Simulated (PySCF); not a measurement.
1,2-dichlorocyclobutene (C4H4Cl2), SMILES ClC1=C(Cl)CC1. Atoms are numbered in the order given.

```xyz
10

Cl    -1.8672     0.0000    -0.9726
C     -0.6722     0.0000     0.2566
C      0.6722     0.0000     0.2566
Cl     1.8672     0.0000    -0.9726
C      0.7859     0.0000     1.7655
C     -0.7859     0.0000     1.7655
H      1.2475    -0.9002     2.2011
H      1.2475     0.9002     2.2011
H     -1.2475     0.9002     2.2011
H     -1.2475    -0.9002     2.2011
```

Geometry: B3LYP-D3(BJ)/def2-SVP.

These are TDDFT-PBE/def2-SVPD (PySCF) values and carry that method's errors.

Vertical excitations. Isolated molecule, no solvent. State labels are in the subgroup C2v.

```csv
state,symmetry,energy (eV),λ (nm),f,main pairs
S1,B2,5.66,219,0.000,HOMO→LUMO+1 99 %
S2,B2,5.95,208,0.019,HOMO→LUMO+2 100 %
S3,B1,5.99,207,0.257,HOMO→LUMO 92 %
S4,A2,6.27,198,0.000,HOMO→LUMO+3 96 %
S5,A2,6.42,193,0.000,HOMO−1→LUMO 99 %
S6,A2,6.62,187,0.000,HOMO→LUMO+4 95 %
S7,B2,6.67,186,0.000,HOMO−2→LUMO 97 %
S8,B2,6.89,180,0.002,HOMO→LUMO+5 97 %
S9,A1,7.09,175,0.005,HOMO→LUMO+6 96 %
S10,A1,7.28,170,0.002,HOMO−1→LUMO+1 97 %
T1,B1,3.99,311,0,HOMO→LUMO 98 %
T2,B2,5.25,236,0,HOMO→LUMO+1 99 %
T3,B2,5.87,211,0,HOMO→LUMO+2 100 %
T4,A2,5.95,208,0,HOMO→LUMO+3 96 %
```
Triplets are in the Tamm–Dancoff approximation, which puts them higher than full response would, so one can lie above its singlet here.
